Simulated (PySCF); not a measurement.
# `InChI=1S/C6H10OS/c1-5(3-7)6(2)4-8-6/h3,5H,4H2,1-2H3/t5-,6+/m1/s1`

Molfile (atoms numbered from 1):
```
C6H10OS
     RDKit          3D

 18 18  0  0  0  0  0  0  0  0999 V2000
   -1.4905   -0.8140    0.6292 C   0  0  0  0  0  0  0  0  0  0  0  0
   -0.6705    0.4562    0.4123 C   0  0  2  0  0  0  0  0  0  0  0  0
   -1.3126    1.3679   -0.6095 C   0  0  0  0  0  0  0  0  0  0  0  0
   -2.3825    1.1982   -1.1174 O   0  0  0  0  0  0  0  0  0  0  0  0
    0.7628    0.1571    0.0002 C   0  0  2  0  0  0  0  0  0  0  0  0
    0.9195   -0.5862   -1.3032 C   0  0  0  0  0  0  0  0  0  0  0  0
    1.7625   -0.0799    1.0715 C   0  0  0  0  0  0  0  0  0  0  0  0
    1.9286    1.5296    0.2749 S   0  0  0  0  0  0  0  0  0  0  0  0
   -1.6487   -1.3300   -0.3136 H   0  0  0  0  0  0  0  0  0  0  0  0
   -0.9854   -1.4822    1.3225 H   0  0  0  0  0  0  0  0  0  0  0  0
   -2.4647   -0.5528    1.0336 H   0  0  0  0  0  0  0  0  0  0  0  0
   -0.6381    1.0353    1.3448 H   0  0  0  0  0  0  0  0  0  0  0  0
   -0.6823    2.2455   -0.8549 H   0  0  0  0  0  0  0  0  0  0  0  0
    0.3335   -0.1097   -2.0870 H   0  0  0  0  0  0  0  0  0  0  0  0
    1.9632   -0.5995   -1.6088 H   0  0  0  0  0  0  0  0  0  0  0  0
    0.5790   -1.6145   -1.1896 H   0  0  0  0  0  0  0  0  0  0  0  0
    1.4434   -0.0460    2.1051 H   0  0  0  0  0  0  0  0  0  0  0  0
    2.5742   -0.7687    0.8781 H   0  0  0  0  0  0  0  0  0  0  0  0
  1  2  1  0
  2  3  1  0
  3  4  2  0
  2  5  1  0
  5  6  1  6
  5  7  1  0
  7  8  1  0
  8  5  1  0
  1  9  1  0
  1 10  1  0
  1 11  1  0
  2 12  1  1
  3 13  1  0
  6 14  1  0
  6 15  1  0
  6 16  1  0
  7 17  1  0
  7 18  1  0
M  END
```

Method: PySCF 2.14.0, TDDFT B3LYP/def2-SVPD circular dichroism and optical rotation, one conformer, gas phase. Geometry: GFN2-xTB.

The molecule is flexible and this is one conformer; a measurement averages over conformers.

Stereocentres: C2 R, C5 R.

(1) What is the specific rotation at 633, 589.3, 546, 436, 405, 365, 355 nm?

(2) And for the mirror image at 589.3 nm?

(3) What is the molar rotation [Φ] = [α]·M/100 of the geometry above at 589.3 nm?

## Answers

(1) [α] in deg dm⁻¹ (g/mL)⁻¹:
| λ (nm) | origin-invariant length gauge | modified velocity gauge | length gauge (centre of mass) | isotropic polarisability (au) |
| --- | --- | --- | --- | --- |
| 633 | +406.5 | +388.7 | +407.6 | 94.5 |
| 589.3 | +491.4 | +470.2 | +492.7 | 94.9 |
| 546 | +608.0 | +582.2 | +609.5 | 95.4 |
| 436 | +1262.5 | +1212.5 | +1265.0 | 97.3 |
| 405 | +1699.4 | +1634.2 | +1702.2 | 98.2 |
| 365 | +2855.0 | +2751.9 | +2858.6 | 99.8 |
| 355 | +3388.2 | +3268.2 | +3392.0 | 100.3 |

(2) -491.4 deg dm⁻¹ (g/mL)⁻¹ (origin-invariant length gauge): the same size and the opposite sign.

(3) With M = 130.21 g/mol, +639.8 deg cm² dmol⁻¹ (origin-invariant length gauge).

The first excitation lies at 4.23 eV (293 nm) with R = +24.7 × 10⁻⁴⁰ esu² cm² (velocity form).
